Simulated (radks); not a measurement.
Results of a calculation; reference values are marked as such.
Valence configurations of Cr (all share [Ar]). Code: a radial shooting solver on a logarithmic mesh with Libxc functionals. Model: non-relativistic Kohn-Sham, BLYP, spin-polarised, spherical densities, point nucleus; open shells are filled with parallel spins first. Energies are relative to 3d5 4s1; eigenvalues in eV for spin up.

| valence | E (eV) | moment (Bohr magnetons) | e(3d) | e(4p) | e(4s) |
|---|---|---|---|---|---|
| 3d5 4s1 | 0.000 | 6 | -3.574 | - | -4.169 |
| 3d4.5 4s1.5 | 0.595 | 5 | -5.179 | - | -4.565 |
| 3d5 4s0.5 4p0.5 | 1.589 | 6 | -4.301 | -1.439 | -4.667 |
| 3d4 4s2 | 1.682 | 4 | -7.094 | - | -4.986 |
| 3d5.5 4s0.5 | 1.979 | 5 | -2.988 | - | -4.081 |
| 3d5 4p1 | 3.227 | 6 | -4.957 | -1.773 | - |
| 3d6 | 3.913 | 4 | -2.702 | - | - |
| 3d4 4s1 4p1 | 4.218 | 6 | -8.345 | -2.245 | -6.066 |
| 3d4 4p2 | 8.118 | 6 | -9.581 | -2.803 | - |
| 3d3 4s1 4p2 | 12.524 | 6 | -14.017 | -3.372 | -7.878 |

NIST lists [Ar] 3d5 4s1 as the ground configuration; this level of theory agrees among the configurations tried. The energies are those of spherical high-spin densities, not of single terms.
